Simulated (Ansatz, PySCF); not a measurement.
Gas-phase reaction (SMILES): C#CB(Cl)Cl [dichloro(ethynyl)borane] + [H][H] (H2) → ClBCl [dichloroborane] + C#C (C2H2); hydrogen cleaves one B-C bond, a model of a ligand-exchange step.

Structures are relaxed separately at B3LYP-D3(BJ)/def2-TZVP in Ansatz (an electronic-structure program). Correlated levels leave the core frozen unless marked. Spin-orbit coupling is left out. No relativistic terms. Basis-set limits of correlation are two-point, X^-3; Hartree-Fock from the larger set. Thermal terms are rigid-rotor harmonic-oscillator values from B3LYP-D3(BJ) frequencies (Ansatz or PySCF) at 298.15 K and 1 atm. 1 Eh = 627.5095 kcal/mol.

| species | E, CCSD(T)/CBS(aug-cc-pV(T+d)Z,aug-cc-pV(Q+d)Z) (Ansatz) (Eh) | E, B3LYP-D3(BJ)/def2-TZVPD (Ansatz + dftd3) (Eh) | H - E (Eh) | G - E (Eh) |
|---|---|---|---|---|
| C#CB(Cl)Cl | -1021.07007 | -1022.19675 | 0.03193 | -0.00401 |
| [H][H] (H2) | -1.17444 | -1.17983 | 0.01336 | -0.00144 |
| ClBCl | -945.01491 | -945.99889 | 0.01930 | -0.01115 |
| C#C (C2H2) | -77.22140 | -77.36714 | 0.03061 | 0.00785 |

Problem. Work out ΔE and ΔH, ΔG, ΔS and the equilibrium constant at 298.15 K at the first level, then ΔH at the second.

Solution. 
1. ΔE = [(-945.01491) + (-77.22140)] - [(-1021.07007) + (-1.17444)] = 0.00820 Eh = 5.1 kcal/mol at CCSD(T)/CBS(aug-cc-pV(T+d)Z,aug-cc-pV(Q+d)Z).
2. The terms H - E add up to 0.00462 Eh, so ΔH = (0.00820 + (0.00462))×627.5095 = 8.0 kcal/mol.
3. The terms G - E add up to 0.00215 Eh, so ΔG = 6.5 kcal/mol, and ΔS = (0.00462 - (0.00215))×627509.5/298.15 = 5.2 cal/(mol K).
4. log10 K = -ΔG/(RT ln 10) = -4.8, with RT ln 10 = 1.3642 kcal/mol.
5. At B3LYP-D3(BJ)/def2-TZVPD the same steps give ΔE = 6.6 and ΔH = 9.5 kcal/mol, a shift of +1.5 from the first level.
6. These values are not checked against measurement here, since the tables used lack a sound gas-phase enthalpy of formation for at least one species.
